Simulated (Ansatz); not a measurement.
`NB[SiH2]Cl` + `[OH][GeH2][F]` → `N[BH][GeH]([OH])[F]` + `[SiH3]Cl`  (formal exchange of groups at a B–Si bond)

Gas-phase electronic energies from Ansatz, PBE0-D4/def2-TZVP geometries. CCSD(T)/CBS is the MP2 limit (def2-TZVPP, def2-QZVPP) plus CCSD(T) − MP2 in def2-TZVPP, frozen cores. This one scheme is used for every species. DFT in def2-TZVPP. B3LYP here is the variant with VWN-RPA as its local correlation; programs differ in this. For Ge outer-core shells are correlated without core-valence functions, which leaves a few kJ/mol of doubt a bond. Scalar relativity is left out up to krypton. Each species was taken in one conformer, which may not be the lowest.

`NB[SiH2]Cl`:

```xyz
9

N     1.353   -0.157    0.952
B    -0.005   -0.331    0.750
Si   -0.835    0.136   -1.025
Cl   -2.275    1.597   -0.731
H     1.811   -0.369    1.824
H     1.981    0.204    0.252
H    -0.663   -0.758    1.655
H    -1.516   -1.014   -1.677
H     0.147    0.693   -1.999
```

`[OH][GeH2][F]`:

```xyz
6

O     1.337    0.013   -0.332
Ge   -0.373   -0.224    0.016
F    -0.684    0.428    1.597
H     1.585    0.935   -0.430
H    -1.271    0.582   -0.932
H    -0.593   -1.733    0.080
```

`N[BH][GeH]([OH])[F]`:

```xyz
10

N     0.306    0.527   -1.684
B    -0.412   -0.375   -0.928
Ge   -0.454    0.053    1.094
O     0.376   -1.116    2.139
F     0.502    1.537    1.164
H     0.425    0.450   -2.682
H     0.756    1.332   -1.276
H    -0.937   -1.317   -1.441
H    -1.744    0.366    1.865
H     1.183   -1.458    1.750
```

`[SiH3]Cl`:

Cartesian coordinates in Å:
```
Si 0.025 -0.102 0.074
Cl -0.382 1.521 -1.116
H 1.120 -0.880 -0.550
H -1.199 -0.927 0.181
H 0.436 0.387 1.411
```

```json
{"level": "PBE-D4", "ΔE (kJ/mol)": "-19.0", "difference from CCSD(T)/CBS": "4.1"}
{"level": "r2SCAN-D4", "ΔE (kJ/mol)": "-20.2", "difference from CCSD(T)/CBS": "2.9"}
{"level": "ωB97M-V", "ΔE (kJ/mol)": "-22.5", "difference from CCSD(T)/CBS": "0.6"}
{"level": "B2PLYP", "ΔE (kJ/mol)": "-21.5", "difference from CCSD(T)/CBS": "1.6"}
{"level": "PBE", "ΔE (kJ/mol)": "-18.7", "difference from CCSD(T)/CBS": "4.4"}
{"level": "r2SCAN", "ΔE (kJ/mol)": "-20.1", "difference from CCSD(T)/CBS": "3.0"}
{"level": "PBE0", "ΔE (kJ/mol)": "-17.4", "difference from CCSD(T)/CBS": "5.7"}
{"level": "B3LYP", "ΔE (kJ/mol)": "-20.8", "difference from CCSD(T)/CBS": "2.3"}
{"level": "HF/def2-TZVPP", "ΔE (kJ/mol)": "-15.1", "difference from CCSD(T)/CBS": "8.0"}
{"level": "MP2/def2-TZVPP", "ΔE (kJ/mol)": "-22.9", "difference from CCSD(T)/CBS": "0.2"}
{"level": "SCS-MP2/def2-TZVPP", "ΔE (kJ/mol)": "-22.2", "difference from CCSD(T)/CBS": "0.9"}
{"level": "CCSD/def2-TZVPP", "ΔE (kJ/mol)": "-20.7", "difference from CCSD(T)/CBS": "2.4"}
{"level": "HF/def2-QZVPP", "ΔE (kJ/mol)": "-13.7", "difference from CCSD(T)/CBS": "9.4"}
{"level": "MP2/def2-QZVPP", "ΔE (kJ/mol)": "-23.5", "difference from CCSD(T)/CBS": "-0.4"}
{"level": "HF/CBS(def2)", "ΔE (kJ/mol)": "-13.6", "difference from CCSD(T)/CBS": "9.5"}
{"level": "CCSD/CBS(def2)", "ΔE (kJ/mol)": "-22.5", "difference from CCSD(T)/CBS": "0.6"}
{"level": "CCSD(T)/CBS", "ΔE (kJ/mol)": "-23.1", "difference from CCSD(T)/CBS": "0"}
```

Largest T1 diagnostic among the species: 0.013.

In def2-TZVPP, CCSD(T) changes the Hartree–Fock value by −6.2 kJ/mol (the triples alone add −0.6 kJ/mol) and MP2 by −7.8 kJ/mol.
